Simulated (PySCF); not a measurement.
# Excitation energy of Ar+ by level of theory

Ar+ [Ne] 3s2 3p5 (2P) → Ar+ [Ne] 3s2 3p4 4s1 (4P), as a difference of total energies. Calculation: PySCF 2.14, in aug-cc-pVDZ-DK; the spin-free X2C one-electron Hamiltonian (Gaussian nucleus). Correlated levels: valence: [Ne] frozen. The calculations carry no spin-orbit coupling.

```csv
method,excitation energy (cm⁻¹),error (cm⁻¹)
UHF,129110,-5159
LDA,134310,+37
PBE,133470,-798
PBE0,134460,+189
r2SCAN,136650,+2377
r2SCANh,136450,+2178
B3LYP,134470,+200
HSE06,134260,-15
M06-2X,135980,+1706
MP2 (valence),131670,-2600
SCS-MP2 (valence),132310,-1966
```

Reference: 134270 cm⁻¹ (measured; NIST levels, between the centres of gravity of the two terms).

Errors of the correlated levels include the incompleteness of this basis and the frozen core.
